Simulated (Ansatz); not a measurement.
A geometry relaxed with B3LYP-D3(BJ)/def2-TZVP (Ansatz, a first-principles code), charge 0, multiplicity 1:

```xyz
12

H     -0.3724    -1.8561    -0.1598
H      2.5691    -0.6050    -0.7033
H      0.2602    -1.1909     1.3414
H     -2.1447    -0.0246    -0.1920
Si     2.0790     0.7900    -0.7671
Si    -0.0510     1.1487    -0.6680
C     -0.6402    -1.2877     0.7326
H      2.8771     1.6263    -1.6903
C     -1.2108     0.0865     0.3690
H     -1.3641    -1.8766     1.2987
H     -0.5315     2.5417    -0.8326
H     -1.4706     0.6477     1.2714
```

Question: Write the SMILES of this molecule.

Answer: `CC[SiH]=[SiH2]`
